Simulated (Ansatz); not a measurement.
Reaction (formal exchange of groups at the Si–Si bond): `FC[SiH]([SiH3])S` + `C#COCF` → `C#COC[SiH3]` + `FC[SiH](F)S`

Computed with Ansatz on PBE0-D4/def2-TZVP structures; ΔE is electronic, products minus reactants. CCSD(T)/CBS is the MP2 limit (def2-TZVPP, def2-QZVPP) plus CCSD(T) − MP2 in def2-TZVPP, frozen cores. DFT in def2-TZVPP. B3LYP here is the variant with VWN-RPA as its local correlation; programs differ in this. One conformer a species, not always the lowest.

Task: Is it downhill or uphill in electronic energy at CCSD(T)/CBS, and by how much? (Estimate.)

Result: Ansatz gave: Downhill: ΔE = -1.99 eV.

Task: What do these levels give: PBE-D4, PBE0-D4, B2PLYP, revPBE, BLYP, r2SCAN, B3LYP, r2SCANh, CCSD/def2-TZVPP, CCSD(T)/def2-TZVPP, HF/def2-QZVPP, HF/CBS(def2)? (Estimate.)

Result: The calculation gave: PBE-D4 -1.72, PBE0-D4 -1.76, B2PLYP -1.98, revPBE -1.69, BLYP -1.88, r2SCAN -1.89, B3LYP -1.91, r2SCANh -1.89, CCSD/def2-TZVPP -1.94, CCSD(T)/def2-TZVPP -1.93, HF/def2-QZVPP -1.97, HF/CBS(def2) -1.97 eV.

Largest T1 diagnostic among the species: 0.013.

From BLYP to BHLYP (50 % exact exchange), in def2-TZVPP and without D4, ΔE moves by −0.09 eV. At CCSD(T), def2-SVP lies +0.30 eV from the extrapolated value and def2-TZVPP +0.06 eV.
